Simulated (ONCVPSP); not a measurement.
Transferability test, ONCV potential for Cl (Z = 17)

Cl, optimised norm-conserving Vanderbilt (ONCV), made with ONCVPSP 4.0.1 (PBEsol, fully relativistic). Core [Ne], reference 3s2 3p4 (charge +1). Waves: 3s: rc 1.15 bohr, ncon 3, nbas 6, qcut 6.2 1/bohr, 2 projectors, debl 3.6 Ha; 3p: rc 1.20 bohr, ncon 4, nbas 9, qcut 6.6 1/bohr, 1 projector. Local part: polynomial inside 0.90 bohr (lpopt 5, dvloc0 0 Ha). Core correction: none.

Open shells are filled in proportion to 2j + 1.

Energies are relative to the spin-unpolarised reference configuration 3s2 3p4; without spin polarisation the order of configurations can differ from experiment.

```json
{"valence configuration": "3s2 3p2", "charge": "+3", "ΔE all-electron (eV)": "63.654", "error AE − PS (meV)": "+59"}
{"valence configuration": "3s1 3p5", "charge": "+1", "ΔE all-electron (eV)": "12.668", "error AE − PS (meV)": "+0.7"}
```

What are ΔE and the potential's error for 3s2 3p3?

ΔE = 25.398 eV all-electron; the error (AE − PS) is +11 meV.

What are ΔE and the potential's error for 3s2 3p5?

ΔE = -13.836 eV all-electron; the error (AE − PS) is +4.7 meV.

Levels in the configuration 3s2 3p3:

| level | all-electron (eV) | pseudo (eV) |
| --- | --- | --- |
| 3s j=1/2 | -44.821 | -44.792 |
| 3p j=3/2 | -31.576 | -31.552 |
| 3p j=1/2 | -31.740 | -31.714 |

Note: no bound ghost flagged; GHOST(+) flagged for s at 134.7 eV.
